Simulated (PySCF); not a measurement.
PySCF input for 1,3,5-trisilacyclohexane (C3H12Si3), SMILES C1[SiH2]C[SiH2]C[SiH2]1, PBE0-D3(BJ)/def2-SVP. The structure is a stationary point at PBE0-D3(BJ)/def2-SVP. One conformer was computed; it need not be the lowest.

```python
import numpy as np
from pyscf import gto, scf, dft
from pyscf.hessian import thermo

mol = gto.M(
    atom='''
    C    -1.53905797   -0.88857554   -0.38376181
    Si   -1.57578430    0.90977950    0.17880432
    C     0.00000000    1.77715107   -0.38376181
    Si    1.57578430    0.90977949    0.17880432
    C     1.53905797   -0.88857554   -0.38376182
    Si   -0.00000000   -1.81955899    0.17880432
    H    -1.58209817   -0.91342480   -1.48735440
    H    -2.44050580   -1.40902668   -0.01832865
    H    -2.78371652    1.60717949   -0.36867060
    H    -1.65738919    0.95689410    1.67366403
    H     0.00000000    1.82684961   -1.48735440
    H     0.00000001    2.81805336   -0.01832864
    H     2.78371652    1.60717948   -0.36867060
    H     1.65738920    0.95689409    1.67366402
    H     2.44050581   -1.40902668   -0.01832865
    H     1.58209817   -0.91342480   -1.48735441
    H    -0.00000000   -1.91378820    1.67366402
    H    -0.00000001   -3.21435896   -0.36867060
    ''',
    basis='def2-SVP',
    charge=0,
    spin=0,
    max_memory=1600,
    verbose=3,
)
mf = dft.RKS(mol, xc='pbe0').density_fit(auxbasis='def2-universal-jkfit')
mf.disp = 'd3bj'
mf.grids.level = 3
mf.conv_tol = 1e-11
mf.max_cycle = 100
mf.kernel()

# [left out here: the lines that compute and print the analytic Hessian (its translational invariance restored by hand, since the grid's response is missing), thermochemistry and intensities]
```

Log of the run:

```
converged SCF energy = -989.203636566247

WARN: DFTD3 does not support analytical Hessian, using finite difference


WARN: Mole.unit (angstrom) is changed to Bohr

Mode                                 0                   1                   2
Irrep
Freq [cm^-1]                      112.5703            112.6000            186.6125
Reduced mass [au]                   2.2358              2.2358              1.9905
Force const [Dyne/A]                0.0167              0.0167              0.0408
Char temp [K]                     161.9636            162.0063            268.4938
Normal mode                   x     y     z       x     y     z       x     y     z
       0   C                -0.02  0.01  0.07   -0.01 -0.02  0.11   -0.02 -0.01  0.08
       1  Si                 0.03  0.02  0.03   -0.02  0.03 -0.05   -0.04  0.02 -0.03
       2   C                 0.00 -0.03 -0.13    0.02  0.00  0.00    0.00  0.03  0.08
       3  Si                -0.03  0.02  0.03   -0.02 -0.03  0.05    0.04  0.02 -0.03
       4   C                 0.02  0.01  0.06   -0.01  0.02 -0.11    0.02 -0.01  0.08
       5  Si                 0.00 -0.04 -0.06    0.04  0.00  0.00   -0.00 -0.05 -0.03
       6   H                -0.12  0.00  0.07   -0.12 -0.12  0.11   -0.12 -0.07  0.08
       7   H                 0.00  0.02  0.15    0.02  0.00  0.23    0.00  0.00  0.17
       8   H                -0.01  0.01  0.11    0.02 -0.01 -0.20    0.02 -0.01 -0.21
       9   H                 0.16  0.08  0.03   -0.13  0.17 -0.06   -0.20  0.12 -0.05
      10   H                 0.00 -0.19 -0.14    0.07  0.01  0.00    0.00  0.14  0.08
      11   H                 0.00  0.03 -0.28    0.02 -0.00  0.01   -0.00 -0.00  0.17
      12   H                 0.01  0.01  0.12    0.02  0.01  0.20   -0.02 -0.01 -0.21
      13   H                -0.17  0.07  0.04   -0.12 -0.17  0.06    0.20  0.12 -0.05
      14   H                -0.00  0.02  0.13    0.02 -0.00 -0.24   -0.00  0.00  0.17
      15   H                 0.11  0.01  0.06   -0.13  0.11 -0.12    0.12 -0.07  0.08
      16   H                 0.01 -0.22 -0.07    0.17  0.01  0.00   -0.00 -0.24 -0.05
      17   H                 0.00  0.03 -0.23    0.00 -0.00  0.01    0.00  0.02 -0.21
Mode                                 3                   4                   5
Irrep
Freq [cm^-1]                      219.8897            219.9281            289.9496
Reduced mass [au]                   3.8217              3.8218              1.5771
Force const [Dyne/A]                0.1089              0.1089              0.0781
Char temp [K]                     316.3723            316.4276            417.1729
Normal mode                   x     y     z       x     y     z       x     y     z
       0   C                -0.07 -0.01  0.00    0.08  0.07 -0.00   -0.05 -0.03  0.01
       1  Si                -0.06 -0.02  0.01   -0.06  0.06  0.03    0.04 -0.02 -0.02
       2   C                 0.00 -0.12 -0.00   -0.04 -0.01 -0.00   -0.00  0.06  0.01
       3  Si                 0.06 -0.01  0.02   -0.05 -0.06 -0.03   -0.04 -0.02 -0.02
       4   C                 0.06  0.00  0.00    0.09 -0.07  0.00    0.05 -0.03  0.01
       5  Si                -0.00  0.09 -0.03    0.05  0.01 -0.00    0.00  0.05 -0.02
       6   H                -0.16 -0.02  0.01    0.17  0.14 -0.01   -0.26 -0.15  0.03
       7   H                -0.01 -0.06  0.09    0.07 -0.00 -0.13    0.02  0.01  0.25
       8   H                -0.00  0.05 -0.02   -0.06  0.01 -0.04   -0.00  0.00  0.12
       9   H                -0.09 -0.02  0.01   -0.12  0.10  0.02    0.17 -0.10 -0.01
      10   H                 0.01 -0.26 -0.01   -0.07 -0.02 -0.00   -0.00  0.30  0.03
      11   H                -0.00 -0.07 -0.15    0.06 -0.01 -0.01    0.00 -0.02  0.25
      12   H                 0.01  0.05 -0.03   -0.06 -0.00  0.04    0.00  0.00  0.12
      13   H                 0.11 -0.00  0.01   -0.10 -0.10 -0.02   -0.17 -0.10 -0.01
      14   H                -0.00 -0.06  0.07    0.07 -0.01  0.14   -0.02  0.01  0.25
      15   H                 0.13 -0.00  0.00    0.19 -0.14  0.01    0.26 -0.15  0.03
      16   H                -0.01  0.17 -0.02    0.07  0.01 -0.00    0.00  0.19 -0.01
      17   H                 0.00  0.06  0.04   -0.05  0.00  0.00   -0.00 -0.00  0.12
Mode                                 6                   7                   8
Irrep
Freq [cm^-1]                      481.5132            481.5338            515.5195
Reduced mass [au]                   1.3088              1.3088              2.7808
Force const [Dyne/A]                0.1788              0.1788              0.4354
Char temp [K]                     692.7903            692.8200            741.7177
Normal mode                   x     y     z       x     y     z       x     y     z
       0   C                 0.02 -0.01 -0.02    0.01  0.02 -0.04    0.04  0.03  0.04
       1  Si                 0.03  0.02  0.02   -0.03  0.03 -0.03    0.07 -0.04 -0.01
[...]
       3  Si                -0.00 -0.00 -0.02    0.00  0.00  0.01   -0.00 -0.00 -0.02
       4   C                -0.00  0.00 -0.00   -0.00  0.00 -0.00   -0.00  0.00 -0.00
       5  Si                 0.00 -0.00  0.00    0.00  0.00 -0.03    0.00  0.00 -0.02
       6   H                 0.00  0.00  0.00   -0.00  0.00 -0.00   -0.00 -0.00 -0.00
       7   H                -0.00 -0.00  0.00    0.00  0.00 -0.00    0.00  0.00 -0.00
       8   H                 0.02 -0.01  0.02    0.02 -0.01  0.01   -0.08  0.04 -0.04
       9   H                 0.04 -0.02 -0.68    0.02 -0.01 -0.41   -0.03  0.02  0.56
      10   H                -0.01  0.00 -0.00   -0.00 -0.00  0.00    0.00  0.00 -0.00
      11   H                -0.00 -0.00 -0.00   -0.00  0.00  0.00   -0.00 -0.00 -0.00
      12   H                 0.02  0.01 -0.02   -0.01 -0.01  0.01    0.08  0.04 -0.04
      13   H                 0.04  0.02  0.70   -0.02 -0.01 -0.39    0.03  0.02  0.56
      14   H                -0.00  0.00 -0.00   -0.00  0.00 -0.00   -0.00  0.00 -0.00
      15   H                 0.00 -0.00 -0.00    0.00  0.00 -0.00    0.00 -0.00 -0.00
      16   H                -0.00  0.00 -0.01   -0.00 -0.05  0.80    0.00 -0.03  0.56
      17   H                -0.00  0.00  0.00   -0.00 -0.03 -0.03    0.00 -0.09 -0.04
Mode                                42                  43                  44
Irrep
Freq [cm^-1]                     3064.5151           3064.5170           3064.7099
Reduced mass [au]                   1.0616              1.0616              1.0612
Force const [Dyne/A]                5.8738              5.8738              5.8724
Char temp [K]                    4409.1549           4409.1577           4409.4352
Normal mode                   x     y     z       x     y     z       x     y     z
       0   C                -0.02 -0.01 -0.02   -0.03 -0.02 -0.03   -0.02 -0.01 -0.03
       1  Si                -0.00  0.00 -0.00    0.00  0.00 -0.00   -0.00  0.00 -0.00
       2   C                 0.00  0.02 -0.02    0.00 -0.03  0.03    0.00  0.03 -0.03
       3  Si                 0.00 -0.00  0.00   -0.00  0.00  0.00    0.00  0.00 -0.00
       4   C                -0.03  0.02  0.04   -0.00  0.00  0.00    0.02 -0.01 -0.03
       5  Si                 0.00  0.00  0.00    0.00 -0.00 -0.00    0.00 -0.00 -0.00
       6   H                 0.01  0.00  0.30    0.01  0.01  0.55    0.01  0.01  0.45
       7   H                 0.18  0.10 -0.08    0.33  0.19 -0.15    0.28  0.16 -0.12
       8   H                 0.00 -0.00  0.00   -0.00 -0.00  0.00    0.00 -0.00  0.00
       9   H                 0.00 -0.00  0.00   -0.00 -0.00  0.00    0.00 -0.00  0.00
      10   H                -0.00 -0.01  0.33   -0.00  0.02 -0.54   -0.00 -0.01  0.44
      11   H                -0.00 -0.23 -0.09   -0.00  0.38  0.15   -0.00 -0.32 -0.12
      12   H                 0.00  0.00 -0.00    0.00  0.00 -0.00   -0.00 -0.00  0.00
      13   H                 0.00  0.00 -0.00    0.00  0.00 -0.00   -0.00 -0.00  0.00
      14   H                 0.38 -0.22  0.17    0.01 -0.01  0.01   -0.28  0.16 -0.12
      15   H                 0.02 -0.01 -0.63    0.00 -0.00 -0.02   -0.01  0.01  0.44
      16   H                -0.00 -0.00 -0.00   -0.00  0.00  0.00   -0.00  0.00  0.00
      17   H                -0.00 -0.00 -0.00   -0.00  0.00  0.00   -0.00  0.00  0.00
Mode                                45                  46                  47
Irrep
Freq [cm^-1]                     3133.1008           3133.6734           3133.6790
Reduced mass [au]                   1.1018              1.1015              1.1015
Force const [Dyne/A]                6.3723              6.3729              6.3729
Char temp [K]                    4507.8344           4508.6584           4508.6664
Normal mode                   x     y     z       x     y     z       x     y     z
       0   C                 0.03  0.02 -0.04   -0.04 -0.02  0.05    0.01  0.00 -0.01
       1  Si                 0.00 -0.00 -0.00   -0.00 -0.00  0.00   -0.00  0.00  0.00
       2   C                -0.00 -0.03 -0.04    0.00 -0.01 -0.02    0.00  0.04  0.05
       3  Si                -0.00 -0.00 -0.00   -0.00 -0.00 -0.00   -0.00  0.00  0.00
       4   C                -0.03  0.02 -0.04   -0.03  0.02 -0.04   -0.03  0.02 -0.04
       5  Si                 0.00  0.00 -0.00   -0.00 -0.00  0.00   -0.00  0.00 -0.00
       6   H                 0.02  0.01  0.34   -0.02 -0.01 -0.44    0.01  0.00  0.10
       7   H                -0.36 -0.21  0.14    0.50  0.29 -0.20   -0.11 -0.06  0.04
       8   H                -0.00  0.00  0.00    0.00  0.00 -0.00    0.00 -0.00 -0.00
       9   H                -0.00  0.00  0.00    0.00 -0.00 -0.00    0.00 -0.00 -0.00
      10   H                -0.00 -0.02  0.33    0.00 -0.01  0.14    0.00  0.03 -0.44
      11   H                -0.00  0.40  0.14    0.00  0.18  0.06    0.00 -0.57 -0.19
      12   H                 0.00  0.00  0.00    0.00  0.00  0.00    0.00 -0.00 -0.00
      13   H                 0.00  0.00  0.00    0.00  0.00  0.00   -0.00  0.00 -0.00
      14   H                 0.36 -0.21  0.14    0.35 -0.20  0.14    0.37 -0.21  0.15
      15   H                -0.02  0.01  0.33   -0.02  0.01  0.31   -0.02  0.01  0.33
      16   H                 0.00 -0.00  0.00   -0.00  0.00 -0.00   -0.00 -0.00  0.00
      17   H                -0.00 -0.00  0.00    0.00  0.00 -0.00    0.00 -0.00  0.00
temperature 298.1500 [K]
pressure 101325.00 [Pa]
Rotational constants [GHz] 1.95762 1.95762 1.07715
Symmetry number 3
Zero-point energy (ZPE) 0.13334 [Eh]   350082.990 [J/mol]
                           tot       elec      trans        rot        vib
Entropy [J/mol/K]       371.109      0.000    169.679    111.134     90.297
Cv [J/mol/K]            152.781      0.000     12.472     12.472    127.837
Cp [J/mol/K]            161.095      0.000     20.786     12.472    127.837
Internal energy [J/mol]                      3718.434   3718.434 366358.181
Internal energy [Eh]   -989.06127  -989.20364
Enthalpy [J/mol]                             6197.391   3718.434 366358.181
Enthalpy [Eh]          -989.06032
Gibbs free energy [J/mol]                  -44392.356 -29416.098 339436.253
Gibbs free energy [Eh] -989.10246
mode   freq/cm-1   IR/(km/mol)
   1      112.57         0.030
   2      112.60         0.030
   3      186.61         0.392
   4      219.89         0.007
   5      219.93         0.007
   6      289.95         1.342
   7      481.51         0.864
   8      481.53         0.865
   9      515.52         1.593
  10      565.91         0.397
  11      565.94         0.396
  12      595.53         0.340
  13      595.54         0.340
  14      644.91         0.000
  15      684.89         5.652
  16      724.71         0.000
  17      744.04        17.870
  18      744.04        17.875
  19      771.78         0.000
  20      802.32       136.190
  21      809.27        16.366
  22      809.29        16.374
  23      899.37       403.884
  24      899.38       403.879
  25      946.27        78.270
  26      946.28        78.222
  27      960.49        54.394
  28      973.25         0.000
  29     1023.33         2.955
  30     1023.34         2.950
  31     1059.60         0.000
  32     1071.76       104.873
  33     1071.78       104.877
  34     1367.51        10.530
  35     1367.52        10.533
  36     1384.11        16.744
  37     2205.29       233.249
  38     2205.30       233.147
  39     2209.11        67.992
  40     2210.84        14.180
  41     2210.85        14.229
  42     2221.42       233.876
  43     3064.52         0.358
  44     3064.52         0.359
  45     3064.71         2.057
  46     3133.10         0.452
  47     3133.67         0.111
  48     3133.68         0.112
max |gradient| / (hartree/bohr): 3.2840339945886996e-05
APT charges: [-0.6483  1.1428 -0.6483  1.1428 -0.6483  1.1427  0.0248  0.0365 -0.2978
 -0.2579  0.0248  0.0365 -0.2978 -0.2579  0.0365  0.0248 -0.2579 -0.2978]
```

The calculation finished and met its thresholds.

Cost: about 12 core-minutes (a rough figure).
